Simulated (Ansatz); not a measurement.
Job for Ansatz (a quantum-chemistry and plane-wave program): U-CCSD(T)/cc-pV(T+d)Z on SH (SMILES [SH+]), 2S+1 = 3, a spin state set in the input, which need not be the lowest, at the other state's geometry. Charge +1. Files ending in .json are basis or fitting sets from the Basis Set Exchange.

Ansatz 0.2 input:
```yaml
crystal:
  periodic: [false, false, false]
  atoms:
    - {symbol: S, position_ang: [-0.00000000, -0.00000000, -0.08067466]}
    - {symbol: H, position_ang: [0.00000000, 0.00000000, 1.29079460]}
basis:
  gaussian:
    orbitals: cc-pV_T+d_Z.json
total_charge: 1
magnetization: {spin_polarized: true, initial_magnetization: 2}
correlation: {method: ccsd_t, electrons: outside_noble_gas}
scf: {omitted_lower_state_checks: [cluster_reference]}
```

The log:

```
WARN ansatz: RAYON_NUM_THREADS=2 ignored (pool sized by the plan → 2); use --threads N
Functional definition: HF
these checks for a lower state are left out or cut short: cluster_reference
integrals: 0.03 GiB planned
298 factors; integrals over basis functions are off by at most 1.3e-3 eV
mean field: 0.08 GiB planned
mean field evaluation 1: about -10823.4210 eV, gradient 7.2e0 eV
mean field evaluation 2: about -10823.4389 eV, gradient 7.2e0 eV
mean field evaluation 4: about -10823.8366 eV, gradient 9.3e-1 eV
mean field evaluation 8: about -10823.8485 eV, gradient 2.9e-3 eV
mean field -10823.84846373 eV, -397.7690943742 hartree, gradient 2.5e-6 eV, S^2 2.021926; 0 other end points of the search recorded, 0 dependent functions left out
5 core orbitals not correlated
reference -10823.84846373 eV, -397.7690943742 hartree; 4, 2 occupied and 44, 46 virtual orbitals, 298 factors
second order -3.13910980 eV of doubles, -0.00000000 eV of singles
coupled cluster: 0.09 GiB planned
cycle   1  -3.63503511 eV  change   -5.0e-1 eV  update   5.0e-2
cycle   2  -3.82221694 eV  change   -1.9e-1 eV  update   2.0e-2
cycle   3  -3.83284827 eV  change   -1.1e-2 eV  update   5.2e-3
cycle   4  -3.83324680 eV  change   -4.0e-4 eV  update   1.2e-3
cycle   5  -3.83306531 eV  change    1.8e-4 eV  update   4.9e-4
cycle   6  -3.83306975 eV  change   -4.4e-6 eV  update   1.4e-4
cycle   7  -3.83311554 eV  change   -4.6e-5 eV  update   3.1e-5
cycle   8  -3.83310967 eV  change    5.9e-6 eV  update   8.6e-6
cycle   9  -3.83310591 eV  change    3.8e-6 eV  update   2.3e-6
perturbative correction -0.12262498 eV, -0.0045063850 hartree
Total energy: -10827.80419462 eV, -397.9144648031 hartree
Checks for a lower state left out: cluster_reference
```

The calculation finished and met its thresholds.

Cost: about 0.5 core-seconds (a rough figure).
